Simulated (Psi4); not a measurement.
**MP2, SCS-MP2 and SOS-MP2 from spin components**

System: H₃OSi, charge +1, singlet, geometry from GFN2-xTB. Level: MP2/cc-pVDZ (Psi4). Sums are taken with unrounded values, so a last digit can differ.

The Psi4 input:
```
memory 2 GB

molecule {
1 1
O     0.96806077   -0.29274694   -0.01801030
Si   -0.52671752    0.13783196    0.00849571
H     1.90715119   -0.08140312   -0.00537859
H    -0.91460201    1.53346203    0.09340103
H    -1.36299003   -1.03973089   -0.06287995
}

set {
  basis cc-pvdz
  freeze_core true
}

energy('mp2')
print_variables()
```

It gave an SCF energy of -365.274110 Eh, a same-spin correlation energy of -0.061486 Eh and an opposite-spin one of -0.208232 Eh.

**Question.** Work out the MP2, SCS-MP2 (6/5 and 1/3) and SOS-MP2 (1.3 and 0) correlation and total energies.

**Answer.** MP2: -0.208232 + (-0.061486) = -0.269718 Eh, total -365.543828 Eh, as the program printed. SCS-MP2: 1.2 × (-0.208232) + (-0.061486)/3 = -0.270374 Eh, total -365.544484 Eh. SOS-MP2: 1.3 × (-0.208232) = -0.270702 Eh, total -365.544812 Eh. Opposite spins carry 77 % of the MP2 correlation; same-spin pairs are already kept apart by exchange.
